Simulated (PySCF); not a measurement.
CH₇NOSi₂, SMILES [SiH2]1NC[SiH2]O1. Coordinates come from a TPSSh-D3(BJ)/def2-SVP optimisation. The structure was generated by enumeration, and PubChem lists no compound with its InChIKey, so it may never have been made. Other conformers were not sampled.

Computed equilibrium geometry at TPSSh-D3(BJ)/def2-SVP (PySCF confirms it by a frequency run) as bond lengths and angles (one conformer of several):
Atoms: C1 N2 Si3 O4 Si5 H6 H7 H8 H9 H10 H11 H12. Bonds (Å): C1–N2 1.469, C1–Si5 1.915, C1–H6 1.106, C1–H7 1.109, N2–Si3 1.737, N2–H8 1.016, Si3–O4 1.680, Si3–H9 1.487, Si3–H10 1.491, O4–Si5 1.681, Si5–H11 1.487, Si5–H12 1.486. Angles (°): N2–C1–Si5 103.8, N2–C1–H6 111.0, N2–C1–H7 113.2, Si5–C1–H6 110.6, Si5–C1–H7 111.4, H6–C1–H7 106.9, C1–N2–Si3 118.2, C1–N2–H8 115.7, Si3–N2–H8 124.5, N2–Si3–O4 99.4, N2–Si3–H9 112.2, N2–Si3–H10 116.4, O4–Si3–H9 112.3, O4–Si3–H10 108.6, H9–Si3–H10 107.8, Si3–O4–Si5 114.9, C1–Si5–O4 100.1, C1–Si5–H11 112.5, C1–Si5–H12 113.3, O4–Si5–H11 110.7, O4–Si5–H12 110.9, H11–Si5–H12 109.0.
Charge 0, spin multiplicity 1.
